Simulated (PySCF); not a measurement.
**UHF on Mn (manganese, neutral)**

Configuration: [Ar] 3d5 4s2, high-spin 6S determinant. Computed with PySCF 2.14 in cc-pVDZ, with no relativity, point nucleus.

```json
{
  "Total energy": "-1149.867692 hartree",
  "One-electron energy": "-1585.3156 hartree",
  "Hartree (Coulomb) energy": "486.4391 hartree",
  "Exchange energy": "-50.9913 hartree",
  "Kinetic energy": "1149.88569 hartree",
  "⟨S²⟩": "8.7708",
  "⟨L²⟩": "0.000",
  "Sum of ⟨r⟩": "21.81 bohr",
  "Sum of ⟨r²⟩": "43.25 bohr²",
  "Density at the nucleus (Gaussians lack the cusp)": "10500 bohr⁻³",
  "Spin density at the nucleus": "1.22 bohr⁻³",
  "Langevin diamagnetic susceptibility": "-34.3 ×10⁻⁶ cm³/mol",
  "Time after the integrals": "0.13 s of wall time on 1 thread of Neoverse-V2 (shared host)"
}
```

| shell | electrons | mean orbital energy (hartree) | rms radius, mean of both spins (bohr) |
| --- | --- | --- | --- |
| 1s α | 1 | -240.53680 | 0.0713 |
| 1s β | 1 | -240.53364 | 0.0713 |
| 2s α | 1 | -29.17862 | 0.305 |
| 2s β | 1 | -29.04288 | 0.305 |
| 2p α | 3 | -24.88084 | 0.274 |
| 2p β | 3 | -24.74696 | 0.274 |
| 3s α | 1 | -4.02304 | 0.924 |
| 3s β | 1 | -3.61584 | 0.924 |
| 3p α | 3 | -2.72857 | 0.992 |
| 3p β | 3 | -2.23537 | 0.992 |
| 3d α | 5 | -0.64272 | 1.28 |
| 4s α | 1 | -0.27392 | 3.66 |
| 4s β | 1 | -0.22611 | 3.66 |
